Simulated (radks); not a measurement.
Task: These are the eigenvalues of the occupied orbitals of an atom or ion with whole-number occupations (eV). All-electron calculation, scalar-relativistic Kohn-Sham, PBE, spin-polarised, spherical densities, point nucleus. Program: a radial shooting solver on a logarithmic mesh with Libxc functionals.

1s: -30663.36
2s: -7345.476

Which element is it, and in what charge state? The configuration may be excited. Open shells, if any, are filled with parallel spins first.

Result: Z = 48, cadmium, charge +44: Cd44+ in [He] 2s2. The 1s level, -1126.9 hartree, gives Z - s = 47.5 by -(Z - s)^2/2, which with screening and relativity narrows Z to a few neighbours, and with so few levels the electron count can be read from the list.
